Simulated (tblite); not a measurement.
Parent: `[CH2:1]=[N:2][SiH2:3][CH:4]([CH3:5])[CH3:6]` with C1–N2–Si3–C4 115°, N2–Si3–C4–C5 49°, C4H11NSi.

Structures optimised with GFN2-xTB, isolated species. One conformer each, not checked by frequencies here.

| coordinate of the parent | value |
| --- | --- |
| C1=N2 | 1.246 Å |
| N2–Si3 | 1.721 Å |
| Si3–C4 | 1.910 Å |
| C4–C5 | 1.526 Å |
| C4–C6 | 1.525 Å |
| C1–N2–Si3 | 135.2° |
| N2–Si3–C4 | 104.5° |
| Si3–C4–C5 | 111.6° |
| Si3–C4–C6 | 110.7° |
| C5–C4–C6 | 110.1° |

Q: How does the shared frame change in `[CH2:1]=[N:2][SiH2:3][C@H:4]([CH3:5])[CH2:6][OH:7]` with C1–N2–Si3–C4 122°, N2–Si3–C4–C5 172°, Si3–C4–C6–O7 -67°, C4–C6–O7–H 57°, C4H11NOSi? Atoms pair as C1 = C1, N2 = N2, Si3 = Si3, C4 = C4, C5 = C6, C6 = C5 (parent first).

A: 
| parent | relative | value in the relative | change |
| --- | --- | --- | --- |
| C1=N2 | C1=N2 | 1.249 Å | +0.003 |
| N2–Si3 | N2–Si3 | 1.727 Å | +0.006 |
| Si3–C4 | Si3–C4 | 1.912 Å | +0.002 |
| C4–C5 | C4–C6 | 1.533 Å | +0.007 |
| C4–C6 | C4–C5 | 1.525 Å | 0.000 |
| C1–N2–Si3 | C1–N2–Si3 | 134.4° | -0.8 |
| N2–Si3–C4 | N2–Si3–C4 | 105.4° | +0.9 |
| Si3–C4–C5 | Si3–C4–C6 | 112.4° | +0.8 |
| Si3–C4–C6 | Si3–C4–C5 | 110.0° | -0.7 |
| C5–C4–C6 | C6–C4–C5 | 109.8° | -0.3 |

Of the parent's bonds, N2–Si3 and C4–C5 change most and about equally (+0.006 to +0.007 Å). Bonds of the relative outside the shared frame: C6–O7 1.403 Å. Point group C1 → C1.

All values are computed, not measured.
